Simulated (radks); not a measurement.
Ionisation of neutral ytterbium, [Xe] 4f14 6s2, to [Xe] 4f14 6s1 as the strength of local exchange is varied. Method: Dirac Kohn-Sham, Slater X-alpha exchange (alpha = 2/3 is LDA exchange), no correlation, spin-unpolarised, spherical densities, point nucleus; computed with a radial shooting solver on a logarithmic mesh with Libxc functionals.

alpha	E(Yb) (hartree)	exchange (hartree)	IE (eV)	-e of the level emptied (eV)	<r> of it (bohr)
0.61	-14036.4928	-254.4833	5.609	3.009 (6s1/2)	4.038
0.627	-14043.5870	-261.7274	5.688	3.077 (6s1/2)	4.021
0.667	-14060.2955	-278.8036	5.876	3.245 (6s1/2)	3.979
0.682	-14066.5671	-285.2185	5.949	3.311 (6s1/2)	3.964
0.745	-14092.9423	-312.2283	6.260	3.594 (6s1/2)	3.898
0.825	-14126.5151	-346.6830	6.673	3.973 (6s1/2)	3.816
1.047	-14220.1482	-443.2100	7.903	5.124 (6s1/2)	3.603

NIST Atomic Spectra Database: 6.254 eV (measured). The Delta-SCF value meets it near alpha = 0.74. Spin polarisation and multiplet splitting are left out, so open shells lie too high by an amount that depends on their filling.

Beside tabulated values, note that spin-unpolarised runs miss the spin-polarisation part of the exchange energy of open shells.
